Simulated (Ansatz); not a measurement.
A run on C2H8Al2F2, SMILES `[CH3][Al@H-]1[F+][Al@H-]([CH3])[F+]1` with other settings.

```yaml
crystal:
  periodic: [false, false, false]
  atoms:
    - {symbol: C, position_ang: [-1.133645, 1.497112, 2.171076]}
    - {symbol: Al, position_ang: [0.217400, 1.093914, 0.845519]}
    - {symbol: F, position_ang: [-0.548024, 0.706486, -0.773182]}
    - {symbol: Al, position_ang: [-0.217438, -1.094045, -0.845479]}
    - {symbol: C, position_ang: [1.133714, -1.497132, -2.170985]}
    - {symbol: F, position_ang: [0.548070, -0.706644, 0.773308]}
    - {symbol: H, position_ang: [-1.536298, 2.505726, 2.035197]}
    - {symbol: H, position_ang: [-1.973399, 0.797895, 2.125299]}
    - {symbol: H, position_ang: [-0.722519, 1.453171, 3.184444]}
    - {symbol: H, position_ang: [1.571212, 1.859165, 0.583815]}
    - {symbol: H, position_ang: [-1.571869, -1.858486, -0.584679]}
    - {symbol: H, position_ang: [1.539697, -2.503874, -2.031887]}
    - {symbol: H, position_ang: [0.721847, -1.458098, -3.184151]}
    - {symbol: H, position_ang: [1.971252, -0.795190, -2.128285]}
basis:
  gaussian: {orbitals: "6-31G*"}
hamiltonian: {xc: {name: wB97}}
output: {forces: true}
```

```sh
$ ansatz run in.yaml --threads 4 --pin off --events-out ev --progress --plain --max-ram 11315MiB
```

Output, abridged:

```
Functional definition: wB97
1358 factors; their error is unknown
474 factors; integrals over basis functions are off by at most 1.2e-5 eV
mean field evaluation 1: about -20830.8633 eV, gradient 5.0e1 eV
mean field evaluation 2: about -20832.8780 eV, gradient 4.3e1 eV
mean field evaluation 4: about -20835.7110 eV, gradient 1.8e0 eV
mean field evaluation 8: about -20835.7190 eV, gradient 2.1e-2 eV
mean field evaluation 16: about -20835.6578 eV, gradient 1.3e-5 eV
mean field -20835.65777751 eV, -765.6963004072 hartree, gradient 1.3e-5 eV, S^2 0.000000; 0 other end points of the search recorded, 0 dependent functions left out
reference -20835.65776292 eV, -765.6962998713 hartree; 32, 32 occupied and 82, 82 virtual orbitals, 1358 factors
Total energy: -20835.65776292 eV, -765.6962998713 hartree
Atom 0 at    -1.133645     1.497112     2.171076 Å, force     0.074688    -0.011586    -0.062527 eV/Å
Atom 1 at     0.217400     1.093914     0.845519 Å, force     0.105238     0.237581     0.139920 eV/Å
Atom 2 at    -0.548024     0.706486    -0.773182 Å, force    -0.169352     0.216841    -0.239000 eV/Å
Atom 3 at    -0.217438    -1.094045    -0.845479 Å, force    -0.105595    -0.235268    -0.141653 eV/Å
Atom 4 at     1.133714    -1.497132    -2.170985 Å, force    -0.075760     0.011452     0.065242 eV/Å
Atom 5 at     0.548070    -0.706644     0.773308 Å, force     0.168621    -0.216866     0.238286 eV/Å
Atom 6 at    -1.536298     2.505726     2.035197 Å, force    -0.072872     0.113059     0.004750 eV/Å
Atom 7 at    -1.973399     0.797895     2.125299 Å, force    -0.121953    -0.070617     0.022009 eV/Å
Atom 8 at    -0.722519     1.453171     3.184444 Å, force     0.017490    -0.004551     0.134348 eV/Å
Atom 9 at     1.571212     1.859165     0.583815 Å, force     0.074257     0.047898    -0.006912 eV/Å
Atom 10 at    -1.571869    -1.858486    -0.584679 Å, force    -0.073484    -0.049020     0.008100 eV/Å
Atom 11 at     1.539697    -2.503874    -2.031887 Å, force     0.074774    -0.116178    -0.004330 eV/Å
Atom 12 at     0.721847    -1.458098    -3.184151 Å, force    -0.019717     0.004397    -0.136650 eV/Å
Atom 13 at     1.971252    -0.795190    -2.128285 Å, force     0.123663     0.072858    -0.021584 eV/Å
Dipole moment:     0.000182    -0.000380     0.000269 e Å
```

Hardware: 4 threads of an Intel Xeon 6975P-C on a shared host. Wall time 2.4 s, peak host memory 0.3 GiB.
